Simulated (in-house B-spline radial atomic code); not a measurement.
Results of a calculation; reference values are marked as such.
## Making a Troullier-Martins s channel for Rh, r_c = 0.79 bohr

Rh, [Kr] 4d8 5s1, non-relativistic LDA (VWN5), spherical and spin-unpolarised, from an all-electron radial atomic-structure program (B-spline basis) (atomic units). The all-electron 4s level is ε = -2.825504 hartree, its outermost node lies just inside 0.49 bohr and its outer maximum at 0.91 bohr.

Inside r_c the pseudo-orbital is u(r) = r^1 exp(p(r)), with p = c0 + c2 r² + c4 r⁴ + … + c12 r¹². The seven coefficients follow from p and its first four derivatives at r_c, from zero curvature of the screened potential at the origin, c4 = −c2²/(2l + 5), and from the norm inside r_c. At r_c the all-electron orbital has P = 1.094838, P' = 1.257913, the screened potential V = -8.855765, V' = 24.61586, V'' = -86.34629, and the norm inside is Q = 0.244546.

**Question.** What are p, p' and p'' at r_c?

**Answer.** p = ln(P/r_c^1) = ln(1.094838/0.79) = 0.32633. p' = P'/P − 1/r_c = 1.14895 − 1.26582 = -0.11687. The radial equation gives p'' = 2(V − ε) − 2(1) p'/r_c − p'² = -12.06052 − (-0.29588) − 0.01366 = -11.77830. Differentiating, p''' = 2V' + 2(1)p'/r_c² − 2(1)p''/r_c − 2p'p'' = 75.923, and p'''' = 2V'' − 4(1)p'/r_c³ + 4(1)p''/r_c² − 2(1)p'''/r_c − 2p''² − 2p'p''' = -699.15.

For a trial c2 the five matching conditions are linear in c0, c6, c8, c10 and c12, and c2 is varied until the norm inside r_c equals Q. The root nearest zero gives:

```
 n        c_n
 0  0.4614167
 2  -3.611752
 4  -2.608951
 6   80.22966
 8  -214.7058
10   223.9986
12  -84.66916
```

**Question.** Check c4 and p(r_c), and find the screened pseudopotential at the origin.

**Answer.** −c2²/5 = -2.60895, as listed. The terms c_n r_c^n are 0.46142, -2.25409, -1.01619, 19.50282, -32.57321, 21.20881, -5.00323, which sum to 0.32633. Inverting the radial equation, V_l(r) = ε + 1 p'/r + (p'' + p'²)/2, so V_l(0) = ε + (2l + 3) c2 = -2.825504 + 3 × (-3.61175) = -13.6608 hartree, finite where the all-electron potential diverges.

Orbitals and screened potentials:

| r (bohr) | P | u | V all-electron | V pseudo |
| --- | --- | --- | --- | --- |
| 0.079 | 0.3619 | 0.1225 | -410.2 | -13.59 |
| 0.198 | -0.2144 | 0.2727 | -112.6 | -11.57 |
| 0.316 | -0.6405 | 0.3618 | -52.01 | -4.773 |
| 0.435 | -0.2387 | 0.4365 | -29.25 | 3.642 |
| 0.553 | 0.3715 | 0.5869 | -18.52 | 5.802 |
| 0.672 | 0.8451 | 0.8598 | -12.5 | -4.329 |
| 0.79 | 1.095 | 1.095 | -8.856 | -8.856 |

Logarithmic derivatives P'/P at R = 1.09 bohr, for energies E around ε:

```
E − ε (hartree)  all-electron     pseudo
           -0.5     -0.423142  -0.426148
          -0.25     -0.673819  -0.674677
           -0.1     -0.833887  -0.834037
              0     -0.945028  -0.945029
            0.1      -1.05996   -1.06013
           0.25      -1.24001   -1.24115
            0.5      -1.56275   -1.56806
```

**Question.** With P(R) = 1.05425 and a norm of 0.6279689 inside R, what slope in energy does norm conservation fix?

**Answer.** d(P'/P)/dE = −2 × (norm inside R)/P(R)² = -1.1300 per hartree·bohr at E = ε, for both atoms, since orbital and norm agree at R. Differences over ±0.1 hartree give -1.1304 (all-electron) and -1.1305 (pseudo), which also hold third-order terms. Half a hartree below ε the two curves differ by -0.0030.
